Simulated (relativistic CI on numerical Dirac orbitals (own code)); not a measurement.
# Hyperfine structure of W41+, mass number 183

Method of calculation: Dirac-Coulomb-Breit CI, orbitals from a KLI potential per configuration, a model potential for QED, unscaled Slater integrals (own radial code, finite nucleus).

CI space (outside the closed core [Ar] 3d10): 4s²4p³, 4s4p⁴, 4s²4p²4d, 4p⁵, 4s4p³4d, 4s²4p²4f, 4s4p³4f, 4p⁴4d, 4s4p²4d², 4s²4p4d4f, 4p⁴4f, 4s²4p4d², 4s²4d³, 4s4p4d³, 4s²4d²4f, 4s4p4d²4f, 4p³4d², 4p²4d³, 4p²4d²4f. Double excitations out of closed p, d and f shells are left out; levels of such configurations are missing from the list, as are those of other unlisted configurations, and high levels can miss mixing partners.

Nuclear spin I = 1/2, μ = 0.11739 μN (tables of Stone and Pyykkö). The electronic factors are computed for point nuclear moments, without core polarisation or the Bohr-Weisskopf and QED corrections.

```tsv
Level	E (cm⁻¹)	A (GHz)
4s²4p³ ²D°5/2	760472	35.41
4s²4p³ ²P°1/2	818640	121.4
4s²4p³ ²P°3/2	1541771	14.27
4s4p⁴ ²S1/2	1631283	354.5
4s²4p²4d ⁴D1/2	1953766	46.18
```

Levels with J = 0, under 50 % of one LS term, or S terms without an open s electron are left out. Small factors come from cancelling terms and can be off by tens of per cent or more.

At this charge energies of transitions that change n are usually good to better than 1 %, and those within a shell (Δn = 0) to a few per cent.

(1) Give the hyperfine levels of 4s²4p³ ²P°1/2 relative to its centre of gravity.

Results:

(1) With K = F(F + 1) − I(I + 1) − J(J + 1), E = AK/2: F = 0: -91.06, F = 1: 30.35 GHz.

LS names give the leading component of a level, which can be under half, so a name can repeat, a term be missing and a line seem to break the LS rules.
